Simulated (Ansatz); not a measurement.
C₃GaN₃ (`N#[C][Ga]([C]#N)[C]#N`), relaxed with RKS PBE0-D4/def2-TZVP in Ansatz from a GFN2-xTB geometry. The force threshold is 0.005 eV/Å; the program also tests the step.

Total charge 0; spin multiplicity 1.

Start:

```xyz
7

N     1.977    2.078    1.282
C     1.255    1.317    0.817
Ga    0.008   -0.007   -0.001
C    -0.873   -1.384    1.141
N    -1.394   -2.164    1.800
C    -0.373    0.060   -1.958
N    -0.600    0.100   -3.081
```

Q: By how much does the energy fall, and how many steps does the optimiser take? (An estimate is asked.)

A: Computed: 18.36 kJ/mol, in 4 steps.

Q: Which bonds change most? (An estimate is asked.)

A: Ansatz gave: Ga3–C6 from 1.995 to 1.909 Å; C2–Ga3 from 1.995 to 1.909 Å; Ga3–C4 from 1.994 to 1.909 Å; C4–N5 from 1.147 to 1.152 Å.

Q: Give the relaxed structure. (Best estimate.)

A: Ansatz gave: 
```xyz
7

N     1.929    2.022    1.251
C     1.203    1.261    0.780
Ga    0.000    0.000    0.000
C    -0.842   -1.320    1.094
N    -1.351   -2.115    1.753
C    -0.361    0.058   -1.874
N    -0.579    0.094   -3.005
```
